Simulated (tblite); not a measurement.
Species: C₄H₁₁BClN₃.
Numbering: `[CH3:1][CH2:2][CH2:3][NH2+:4][B@-:5]([NH2:6])([Cl:7])[C:8]#[N:9]` (hydrogens: H10, H11, H12 on C1; H13, H14 on C2; H15, H16 on C3; H17, H18 on N4; H19, H20 on N6)
Bond orders are those of one Lewis drawing.

Computed with GFN2-xTB (tblite), gas phase: L-BFGS steps from a force-field or distance-geometry start until the largest atomic force falls under 0.01 eV/Å.

Step 29: E = -781.9852 eV
```
atom  x, y, z in Å  |  force x, y, z in eV/Å
C1      2.9444    0.0662    0.4122    0.017   0.005   0.010
C2      1.7565   -0.7313   -0.1075   -0.010   0.020   0.012
C3      0.4860    0.1098   -0.0504   -0.046  -0.005  -0.003
N4     -0.6761   -0.6428   -0.5333    0.002  -0.033  -0.014
B5     -2.1179    0.1636   -0.4720    0.032  -0.082  -0.014
N6     -2.3746    0.5015    0.9191    0.015  -0.012   0.001
Cl7    -3.2278   -1.2066   -1.2435   -0.050  -0.001   0.000
C8     -2.0303    1.3443   -1.4696   -0.020  -0.018   0.027
N9     -1.9708    2.1926   -2.2391    0.004   0.056  -0.021
H10     3.8565   -0.5213    0.3636    0.010  -0.015   0.000
H11     2.7757    0.3593    1.4456    0.028   0.006  -0.007
H12     3.0808    0.9660   -0.1823    0.019  -0.004   0.011
H13     1.6245   -1.6351    0.4954    0.028   0.048  -0.005
H14     1.9418   -1.0427   -1.1391    0.024   0.025   0.023
H15     0.5839    1.0088   -0.6645    0.029  -0.042   0.008
H16     0.2694    0.4259    0.9731    0.018  -0.012  -0.034
H17    -0.5395   -0.9402   -1.4995   -0.022  -0.008   0.017
H18    -0.8039   -1.4862    0.0257   -0.021   0.006  -0.029
H19    -2.6608   -0.2445    1.5345   -0.031   0.040  -0.023
H20    -2.9230    1.3235    1.1030   -0.027   0.023   0.042
```

Step 30: E = -781.9862 eV
```
atom  x, y, z in Å  |  force x, y, z in eV/Å
C1      2.9453    0.0651    0.4122    0.036   0.030   0.020
C2      1.7573   -0.7304   -0.1071   -0.008   0.011   0.012
C3      0.4870    0.1103   -0.0515   -0.065  -0.011  -0.006
N4     -0.6741   -0.6443   -0.5341   -0.023  -0.030  -0.015
B5     -2.1199    0.1614   -0.4724    0.030  -0.050  -0.002
N6     -2.3760    0.5006    0.9199    0.014  -0.024  -0.020
Cl7    -3.2297   -1.2066   -1.2422   -0.041   0.000   0.006
C8     -2.0325    1.3433   -1.4694   -0.011  -0.018   0.026
N9     -1.9741    2.1938   -2.2367    0.002   0.045  -0.014
H10     3.8582   -0.5199    0.3647    0.019  -0.042  -0.009
H11     2.7782    0.3592    1.4446    0.014   0.011   0.026
H12     3.0823    0.9645   -0.1811    0.021   0.028  -0.014
H13     1.6263   -1.6332    0.4962    0.016   0.027   0.003
H14     1.9428   -1.0417   -1.1381    0.027   0.016   0.003
H15     0.5850    1.0085   -0.6671    0.025  -0.045   0.016
H16     0.2677    0.4264    0.9714    0.026  -0.005  -0.033
H17    -0.5376   -0.9425   -1.5000   -0.023  -0.001   0.014
H18    -0.8013   -1.4882    0.0245   -0.019   0.016  -0.024
H19    -2.6763   -0.2448    1.5291   -0.027   0.034  -0.009
H20    -2.9136    1.3293    1.1085   -0.013   0.010   0.019
```

Question: Estimate the geometry and energy of step 31. (The exact step hangs on the optimiser's Hessian estimate; all steps are aligned on step 30, rigid shifts and turns removed.)

Answer: E = -781.9871 eV, largest force 0.077 eV/Å
```
atom  x, y, z in Å  |  force x, y, z in eV/Å
C1      2.9469    0.0647    0.4125    0.039   0.041   0.021
C2      1.7581   -0.7291   -0.1065    0.002   0.008   0.009
C3      0.4869    0.1103   -0.0526   -0.051  -0.023  -0.006
N4     -0.6731   -0.6462   -0.5350   -0.038  -0.017  -0.018
B5     -2.1208    0.1585   -0.4730    0.017   0.001   0.000
N6     -2.3764    0.5010    0.9203    0.022  -0.067  -0.031
Cl7    -3.2348   -1.2051   -1.2394   -0.027  -0.002   0.010
C8     -2.0341    1.3421   -1.4695    0.000  -0.002   0.011
N9     -1.9768    2.1957   -2.2339   -0.002   0.013   0.012
H10     3.8601   -0.5199    0.3655    0.014  -0.051  -0.015
H11     2.7810    0.3594    1.4444    0.006   0.013   0.045
H12     3.0844    0.9636   -0.1802    0.025   0.046  -0.027
H13     1.6285   -1.6308    0.4974    0.005   0.004   0.008
H14     1.9443   -1.0398   -1.1372    0.026   0.005  -0.006
H15     0.5866    1.0074   -0.6691    0.012  -0.038   0.014
H16     0.2663    0.4263    0.9694    0.023   0.006  -0.018
H17    -0.5358   -0.9453   -1.5001   -0.023   0.004  -0.007
H18    -0.7992   -1.4905    0.0225   -0.020   0.007  -0.003
H19    -2.6889   -0.2438    1.5239   -0.017   0.021   0.005
H20    -2.9086    1.3321    1.1122   -0.013   0.030  -0.005
```

The energy changes by -0.0009 eV. The first-order estimate −F·Δx gives -0.0012 eV and the mean of the old and new forces, exact on a quadratic surface, -0.0009 eV. The step makes an angle of 70° with the force vector and moves no atom by more than 0.014 Å.

The cost below is that of the whole relaxation. Hardware: Intel Xeon at 2.50 GHz, one thread, shared host with 64 logical CPUs at a one-minute load of 59. Cost: 2.1 s.
